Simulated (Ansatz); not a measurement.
Members of the series GeXY, Y = hydroxy; each row names its spin state. All species are isolated molecules in the gas phase. One relaxed conformer stands for each flexible species; it need not be the lowest. Strings in code marks are SMILES.

Quantity: adiabatic spin-state energy, in kcal/mol. HF references are unrestricted for open shells and restricted for singlets. The restricted reference of `[OH][Ge][SiH3]` and `[BH2][Ge][OH]` is unstable towards unrestricted orbitals.

A: `[OH][GeH]`: multiplicity 3 minus multiplicity 1
B: `[OH][Ge][SiH3]`: multiplicity 3 minus multiplicity 1
C: `[OH][Ge][OH]`: multiplicity 3 minus multiplicity 1
D: `O=[CH][Ge][OH]`: multiplicity 3 minus multiplicity 1
E: `[BH2][Ge][OH]`: multiplicity 3 minus multiplicity 1
F: `[NH2][Ge][OH]`: multiplicity 3 minus multiplicity 1

### Question
Put the candidates in order of adiabatic spin-state energy, lowest first, for frozen-core CCSD(T)/cc-pVTZ // B3LYP-D3(BJ)/def2-TZVP (Ansatz, a quantum-chemistry and plane-wave program).

### Answer
E (12.6 kcal/mol), B (30.4 kcal/mol), D (33.6 kcal/mol), A (42.6 kcal/mol), F (62.1 kcal/mol), C (67.9 kcal/mol)
